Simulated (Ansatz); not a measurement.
Molecule: BI2 (charge 0, doublet). It need not be the lowest isomer of its formula. SMILES: I[B]I
Geometry: optimised at B3LYP-D3(BJ)/def2-TZVP (Ansatz, an electronic-structure program).

Parts of the frozen-core correlation energy in def2-SVP (Ansatz, hartree). Frozen orbitals: 19; correlated occupied orbitals by spin: 9 and 8; virtual: 38 and 39. UHF or UKS for open shells. Spin-orbit coupling is left out. In def2 rows, elements after Kr have scalar-relativistic effective core potentials.

| term | value |
|---|---|
| reference (HF) | -617.95569 |
| MP2 opposite-spin | ___ |
| MP2 same-spin | -0.07146 |
| CCSD correlation | ___ |
| (T) | ___ |
| T1 diagnostic | 0.021 |
| largest doubles amplitude | 0.044 |
| <S^2> of the reference | 0.759 |

Problem. What belongs in the gaps?

Solution. 
- MP2 opposite-spin, value: -0.18417
- CCSD correlation, value: -0.28009
- (T), value: -0.00993
